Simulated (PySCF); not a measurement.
Input for PySCF:
```python
from pyscf import gto, scf, mcscf, mrpt
import numpy

mol = gto.M(
    atom='''
Si    1.98227459    1.47686179   -0.03733688
Ge   -0.01435846    0.10888054    0.04161753
Si   -2.25358394    0.58563558    0.83154895
Cl    0.58429130   -1.70700417    1.09396796
Cl   -0.27655717   -0.63246389   -1.99430648
H     1.69563567    2.66560636   -0.84108769
H     3.10707817    0.74581723   -0.61652450
H     2.30998899    1.89348665    1.32654089
H    -3.11472567   -0.59093002    0.73512268
H    -2.80639020    1.67457699    0.02577494
H    -2.16526553    1.02325983    2.22519890
''',
    basis='sto-3g',
    verbose=4,
)

mf = scf.RHF(mol)
mf.kernel()
mc = mcscf.CASSCF(mf, 4, 2)
mc.fix_spin_(ss=0.0)
mc.kernel()
occ = numpy.linalg.eigvalsh(mc.fcisolver.make_rdm1(mc.ci, mc.ncas, mc.nelecas))[::-1]
ss = mc.fcisolver.spin_square(mc.ci, mc.ncas, mc.nelecas)[0]
print('natural occupations', occ.round(4), ' <S^2>', round(ss, 4))
e2 = mrpt.NEVPT(mc).kernel()
print('E(NEVPT2) = %.10f' % (mc.e_tot + e2))
```

### Question
What does this run give for the natural occupations of the active orbitals, SCF-reference dipole moment, SCF-reference HOMO energy, SCF-reference Mulliken (on the basis functions themselves) charges in atom order, total energy, NEVPT2 correction?

### Answer

* **natural occupations of the active orbitals**: 1.99, 0.01, 0.00, 0.00
* **SCF-reference dipole moment**: 4.83 D
* **SCF-reference HOMO energy**: -8.55 eV
* **SCF-reference Mulliken (on the basis functions themselves) charges in atom order**: Si1 0.55, Ge2 0.46, Si3 0.55, Cl4 -0.39, Cl5 -0.39, H6 -0.14, H7 -0.12, H8 -0.14, H9 -0.12, H10 -0.14, H11 -0.14
* **total energy**: -3535.905947 Ha
* **NEVPT2 correction**: -0.1181 Eh
